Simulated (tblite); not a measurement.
Q: Give a GFN2-xTB geometry of `CC#C[C@](C)([SiH3])C(=S)CF`.

A: 
```
atom  x, y, z in Å
C1     3.2441   -0.5565    0.6640
C2     1.8260   -0.4509    0.4026
C3     0.6497   -0.3636    0.1825
C4    -0.7743   -0.2602   -0.0440
C5    -1.5336   -1.2770    0.8091
Si6   -1.0746   -0.7134   -1.9343
C7    -1.2770    1.1091    0.1093
S8    -2.8029    1.4599    0.5808
C9    -0.3538    2.2620   -0.1607
F10    0.5107    2.0374   -1.2038
H11    3.6805    0.4388    0.7458
H12    3.7348   -1.0899   -0.1501
H13    3.4151   -1.0959    1.5958
H14   -1.4462   -1.0125    1.8628
H15   -1.1211   -2.2726    0.6652
H16   -2.5895   -1.2867    0.5507
H17   -0.7222   -2.1304   -2.0161
H18   -0.2204    0.1079   -2.7774
H19   -2.4993   -0.4980   -2.1788
H20   -0.9228    3.1656   -0.4001
H21    0.2677    2.4438    0.7274
```

Any rigid rotation of these coordinates is as good. Atoms count from 1 in this order. Of the pairs four or more bonds apart, C3···F10 is among the closest relative to their van der Waals radii: 2.78 Å, 88 % of the sum of Bondi's values. Si6 (SiH3 silicon) is distorted tetrahedral (angles from 103.9° to 113.1°). The 6 C–C bonds span 1.200 Å (C2≡C3, drawn triple) to 1.529 Å (C4–C5, drawn single), a spread of 0.329 Å.

Bonds between heavy atoms (Å): C1–C2 1.446, C2≡C3 1.200, C3–C4 1.446, C4–C5 1.529, C4–Si6 1.967, C4–C7 1.467, C7=S8 1.635, C7–C9 1.501, C9–F10 1.373.

Structure optimised with GFN2-xTB, isolated species.

Point group: C1 (no symmetry element, even within 0.4 Å). Its lowest GFN2-xTB frequency is 7 cm⁻¹, too small to tell a flat minimum from a shallow saddle. The numbers are those of one conformer (C3–C4–C7–S8 -151°, C4–C7–C9–F10 37°). 3 starts were optimised and ended at 0.00, 2.29 and 4.86 kcal/mol (GFN2-xTB); the lowest of these is shown.

Time: 0.69 s. Hardware: Arm Neoverse V1, one thread (shared host). That covers the optimisation of the geometry.

The numbers are calculated, not measured.
